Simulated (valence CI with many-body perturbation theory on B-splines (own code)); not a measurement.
## Pb⁶⁷⁺: magnetic and hyperfine properties of the levels

Calculated by relativistic CI+MBPT: five valence electrons over a frozen Dirac-Fock core [Ne], a basis of 11 s, 11 p, 10 d, 8 f, 5 g, 2 h functions for each j, with the one-electron correlation potential Σ1 (screened to all orders), the two-electron term Σ2, the three-electron term Σ3, Breit, model QED; selected single and double excitations, second order for the rest, scaled by the run's own slope (own B-spline code, finite nucleus).

The last digits are not significant, and no measured levels were compared; by estimate large intervals hold to a few tenths of a per cent, small ones and those within an open d or f shell to about a per cent. Among the levels kept, up to 3300 cm⁻¹ of a level comes from second order outside the variational space, and about a tenth of that is noise between levels of different J, which matters for small intervals.

A/g_I is the dipole constant over the nuclear g factor μ/I (μ in nuclear magnetons, uniformly magnetised nucleus), B/Q the quadrupole constant per barn. Both hold the static response of the core; the bare values leave it out. Large factors of s and p1/2 electrons are usually good to 5 to 10 %; those of open d and f shells near neutrality can be off by tens of per cent, and small factors of p3/2, d and f electrons come from cancelling terms and can be off by a factor of two or in sign, in half-filled shells by more. B is blank for J = 1/2, where it vanishes, and for nearly pure S terms. Energies count from the lowest level.

Levels are named by their leading jj configuration (3d3/2^4 stands for four electrons in 3d with j = 3/2), which in mixed levels can hold well under half, so a name can repeat and another be missing. Letters in brackets count levels of one name in rising energy.

```csv
Level,E (eV),g,A/g_I (MHz),A/g_I bare,B/Q (MHz/b),B/Q bare
(3s^2 3p1/2^2 3p3/2) J=3/2,0.0,1.331,301000,300000,608000,601000
(3s^2 3p1/2^2 3d3/2) J=3/2,262.2,0.776,163000,167000,106000,109000
(3s^2 3p1/2^2 3d5/2) J=5/2,408.9,1.189,65400,69300,96600,99500
(3s^2 3p1/2 3p3/2^2) J=3/2,568.2,1.451,-269000,-260000,33100,32700
(3s^2 3p1/2 3p3/2^2) J=5/2,581.3,1.182,882000,870000,-950,-928
(3s^2 3p1/2 3p3/2^2) J=1/2,599.0,0.642,3190000,3130000,,
(3s 3p1/2^2 3p3/2^2) J=5/2,774.7,1.449,2010000,1970000,94000,92800
(3s 3p1/2^2 3p3/2^2) J=3/2,806.6,1.138,-1080000,-1050000,-47000,-46200
(3s 3p1/2^2 3p3/2^2) J=1/2,810.6,1.987,8190000,8030000,,
(3s^2 3p1/2 3p3/2 3d3/2) J=5/2 [a],827.0,0.955,658000,652000,-53500,-50900
(3s^2 3p1/2 3p3/2 3d3/2) J=1/2 [a],831.1,0.234,1160000,1150000,,
(3s^2 3p1/2 3p3/2 3d3/2) J=3/2 [a],831.9,0.901,665000,659000,-358000,-354000
(3s^2 3p1/2 3p3/2 3d3/2) J=7/2,840.8,1.009,653000,647000,690000,686000
(3s^2 3p1/2 3p3/2 3d3/2) J=5/2 [b],875.5,1.143,48700,53700,641000,636000
(3s^2 3p1/2 3p3/2 3d3/2) J=1/2 [b],888.5,1.656,2320000,2280000,,
(3s^2 3p1/2 3p3/2 3d3/2) J=3/2 [b],890.5,1.205,-241000,-230000,28800,27000
(3s^2 3p1/2 3p3/2 3d5/2) J=7/2 [a],958.2,1.298,-181000,-173000,670000,666000
(3s^2 3p1/2 3p3/2 3d5/2) J=9/2,972.6,1.174,490000,486000,695000,691000
(3s^2 3p1/2 3p3/2 3d5/2) J=3/2 [a],973.4,1.319,-528000,-513000,-232000,-228000
(3s^2 3p1/2 3p3/2 3d5/2) J=5/2 [a],977.3,1.107,636000,630000,-441000,-434000
(3s^2 3p1/2 3p3/2 3d5/2) J=5/2 [b],998.1,1.282,-175000,-167000,6100,7710
(3s^2 3p1/2 3p3/2 3d5/2) J=7/2 [b],1000.8,1.126,569000,563000,-29300,-26300
(3s^2 3p1/2 3p3/2 3d5/2) J=3/2 [b],1010.8,0.932,969000,956000,59000,59300
(3s^2 3p1/2 3p3/2 3d5/2) J=1/2,1014.8,1.220,-1010000,-983000,,
(3s 3p1/2^2 3p3/2 3d3/2) J=5/2 [a],1032.7,1.243,1600000,1580000,190000,187000
(3s 3p1/2^2 3p3/2 3d3/2) J=3/2 [a],1034.9,1.231,754000,747000,15700,13400
(3s 3p1/2^2 3p3/2 3d3/2) J=1/2 [a],1037.9,2.311,4820000,4730000,,
(3s 3p1/2^2 3p3/2 3d3/2) J=7/2,1045.3,1.222,1510000,1490000,676000,671000
(3s 3p1/2^2 3p3/2 3d3/2) J=3/2 [b],1065.4,1.005,876000,866000,-307000,-303000
(3s 3p1/2^2 3p3/2 3d3/2) J=5/2 [b],1075.8,0.857,-301000,-289000,320000,319000
(3s 3p1/2^2 3p3/2 3d3/2) J=1/2 [b],1082.0,0.549,1650000,1620000,,
(3s^2 3p1/2 3d3/2^2) J=5/2,1107.3,0.803,417000,416000,158000,157000
(3s^2 3p1/2 3d3/2^2) J=1/2,1155.6,0.633,3160000,3110000,,
(3s^2 3p1/2 3d3/2^2) J=3/2,1159.9,0.799,-465000,-449000,-47300,-46400
(3s 3p1/2^2 3p3/2 3d5/2) J=9/2,1163.7,1.333,1170000,1160000,690000,686000
(3s^2 3p3/2^3) J=3/2,1169.5,1.304,308000,306000,-637000,-629000
(3s 3p1/2^2 3p3/2 3d5/2) J=5/2 [a],1183.5,1.363,1750000,1730000,-331000,-327000
(3s 3p1/2^2 3p3/2 3d5/2) J=7/2 [a],1191.4,1.264,781000,772000,312000,311000
(3s 3p1/2^2 3p3/2 3d5/2) J=3/2 [a],1195.8,1.113,-1010000,-984000,-332000,-328000
(3s 3p1/2^2 3p3/2 3d5/2) J=7/2 [b],1210.0,1.174,-186000,-175000,326000,327000
```

(1) Take the isotope of mass number 207, with I = 1/2, μ = 0.5906 μN. What is the hyperfine structure of (3s 3p1/2^2 3p3/2^2) J=3/2?

Answers

(1) From the table A = -1270000 MHz. Shifts from the centre of gravity in MHz: F = 1: 1590000, F = 2: -952000.
